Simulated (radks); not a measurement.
Numerical settings for neutral titanium, [Ar] 3d2 4s2. All-electron calculation, scalar-relativistic Kohn-Sham, BLYP, spin-polarised, spherical densities, finite nucleus; open shells are filled with parallel spins first; Fermi nuclear charge, rms radius 3.5921 fm. Program: a radial shooting solver on a logarithmic mesh with Libxc functionals. The defaults (mesh step 0.008 in ln r, mesh end at 40 bohr or more with all orbitals vanishing there, Anderson mixing 0.5 over 9 steps, residual threshold near 1e-9 with the energy settled to 1e-9 hartree or 1e-11 of itself, here a cap of 85 iterations) give E = -853.8567 hartree and 4s at -4.095 eV in 21 iterations. Run on one thread of a shared host, so times are rough (Arm Neoverse V1): 0.19 s of CPU time, 0.19 s wall, 21 iterations on 2381 mesh points. Changes against that run (0 stands for a change within the tolerance of the run):

setting                    iterations         converged  E (mhartree)  e(4s) (meV)  CPU (s)
mesh step in ln r 0.08             14               yes       +0.0584     +0.00708     0.03
mesh step in ln r 0.12              4                no      diverged            -     0.01
mesh step in ln r 0.02             15               yes             0            0     0.07
mesh end (bohr) 400                21               yes             0            0     0.19
mesh end (bohr) 1                  19  level above zero      +1.4e+05    +1.03e+06     0.19
residual threshold 1e-13           85                no             0            0     0.47
residual threshold 0.001            9               yes     -0.000205        +1.14     0.11
mixing 0.05                        39               yes             0            0     0.32
linear mixing, mixing 0.2          85                no             0            0     0.62
linear mixing, mixing 0.8          12                no      diverged            -     0.14
mixing history 3                   39               yes             0            0     0.29
iteration cap 2                     2                no         +73.4     -3.2e+03     0.03

Settled on a wrong energy, with an occupied level pushed above zero by the early mesh end: mesh end (bohr) 1 (+140 hartree). Apart from these: no run marked as converged misses the energy by more than 1 mhartree. A mesh that ends early acts as a hard wall.
